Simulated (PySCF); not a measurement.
How methods differ on the ionisation energy of Rh

Rh [Kr] 4d8 5s1 (4F) → Rh+ [Kr] 4d8 (3F), as a difference of total energies. Computed with PySCF 2.14 in def2-TZVPPD with the def2 core potential (28 electrons), with scalar relativity through the core potential. Correlated levels: valence: 4s2 4p6 frozen; valence and next inner shell: nothing frozen outside the core potential. The calculations carry no spin-orbit coupling.

Order these methods by the ionisation energy they give, lowest first.
A. MP2 (valence)
B. SCS-MP2 (valence and next inner shell)
C. LDA
D. PBE

B (7.118 eV), A (7.158 eV), D (7.882 eV), C (8.186 eV).

Errors of the correlated levels include the incompleteness of this basis and the frozen core.

For comparison: 7.479 eV (measured; NIST levels, between the centres of gravity of the two terms).
